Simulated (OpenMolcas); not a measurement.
An atom or ion with 21 electrons was computed by MS-RASPT2, IPEA 0.25 Eh, imaginary shift 0.1 Eh with spin-orbit coupling (OpenMolcas, ANO-RCC-VQZP, DKH2). The lowest levels that the run gave, each within 12 % of the measured value where one is at hand:

```tsv
J	Parity	E (cm-1)	g
3/2	even	0.0	0.399
5/2	even	533	1.029
7/2	even	1250	1.238
9/2	even	2130	1.334
1/2	even	19480	2.651
3/2	even	19660	1.724
5/2	even	20330	1.600
7/2	even	20980	0.889
9/2	even	21700	1.108
3/2	even	26890	1.174
1/2	even	27000	0.686
9/2	even	29000	0.913
```

**Question.** Which ion is it, and what are the configurations and terms?

**Answer.** Fe5+ (Z = 26, charge +5; active space 9 electrons in 8 orbitals (RAS1 3p, at most 2 holes; RAS2 3d)). J, parity and g give the terms where levels are pure, and mixed ones are named by the computed weights; the size of the splittings, set against known spectra of the 21-electron sequence, gives the charge. In order, with the measured energies in cm-1 (Corliss and Sugar, J. Phys. Chem. Ref. Data 11, 135 (1982)): 3d3 4F 3/2, 3d3 4F 5/2 (511), 3d3 4F 7/2 (1188), 3d3 4F 9/2 (2001), 3d3 4P 1/2 (18738), 3d3 4P 3/2 (18942), 3d3 4P 5/2 (19611), 3d3 2G 7/2 (20616), 3d3 2G 9/2 (21315), 3d3 2P 3/2 [66 %] (26215), 3d3 2P 1/2 (26496), 3d3 2H 9/2 (28724).

CASPT2 breaks the degeneracy within a term, and the mean is taken; among the terms shown or strongly mixed into the levels shown the widest spread is 1400 cm-1 (3d3 4F). Active for correlation alone: 3p; no level in the range computed is led by a configuration that opens it, so any true level of that kind is missing. The CASPT2 spread within a term exceeds the gap to the next term for 3d3 2D(1) and 3d3 2H, so the order of their levels is uncertain. Measured partners are found by configuration, term and J. A level has none where our copy of the source lacks it or the pairing is in doubt (some pairs that miss far off the trend of their configuration count as doubtful), and it then counts in no deviation. Only configurations of the active space appear.

A share in square brackets marks a mixed level and gives the weight of the term that names it. A number in round brackets counts repeated terms of one configuration in the order of the reference energies.
